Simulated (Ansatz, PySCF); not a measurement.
Reaction (SMILES): F[C]F → [C]F + F atom (the C-F bond at the site shown breaks; other sites are not compared here)
Structures are relaxed separately at B3LYP-D3(BJ)/def2-TZVP in Ansatz (a program for electronic structure). Unstable Hartree-Fock reference: F[C]F.

Quantity: bond dissociation energy (0 K, with B3LYP-D3(BJ) harmonic zero-point energies from PySCF), in eV. Valence correlation only, unless marked. UHF or UKS for open shells. No spin-orbit coupling. No relativistic terms. CBS(X,Y): correlation extrapolated as X^-3; Hartree-Fock from the larger set.

CCSD(T)/CBS(aug-cc-pVTZ,aug-cc-pVQZ) (Ansatz) gives 5.37 eV.

**Question.** Another calculation gave 5.25 eV. Which level was it?
(A) r2SCAN0/def2-TZVPD (Ansatz)
(B) PBE0/def2-TZVPD (Ansatz)
(C) wB97M-V/def2-TZVPD (Ansatz)
(D) BHLYP/def2-TZVPD (Ansatz)

**Answer.** B, PBE0/def2-TZVPD (Ansatz). The others give 5.39 (wB97M-V), 5.01 (r2SCAN0), 4.75 (BHLYP) eV.
